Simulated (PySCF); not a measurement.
C₂H₆FNbS, multiplicity 1. Atoms are numbered in the order given.

```xyz
11

Nb    -0.0312    -0.1274     0.1632
S      1.0016     1.0571    -1.3026
F      1.1158    -0.9932     1.3650
C     -1.2253    -1.5148    -0.9444
H     -1.9525    -0.9561    -1.5605
H     -1.7736    -2.1562    -0.2282
H     -0.6300    -2.1540    -1.6172
C     -1.3696     1.2128     1.1582
H     -0.8530     2.0630     1.6335
H     -1.9218     0.6469     1.9327
H     -2.0887     1.6184     0.4241
```

The structure is a stationary point at B3LYP-D3(BJ)/def2-SVP. The spin state was assumed, not searched. The def2 effective core potentials stand for the cores of Nb; spin–orbit coupling is left out.

The numbers are results of CAM-B3LYP/def2-TZVP (PySCF), not measurements.

ESP charges are fitted to the potential on shells at 1.4 to 2.0 van der Waals radii. Atomic charges (e):

```tsv
atom	Mulliken	Löwdin	ESP fit
Nb1	1.30	0.39	1.05
S2	-0.43	0.10	-0.38
F3	-0.47	-0.25	-0.33
C4	-0.67	-0.52	-0.69
H5	0.16	0.14	0.16
H6	0.14	0.13	0.19
H7	0.16	0.14	0.17
C8	-0.67	-0.52	-0.58
H9	0.16	0.14	0.14
H10	0.14	0.13	0.16
H11	0.16	0.14	0.13
```
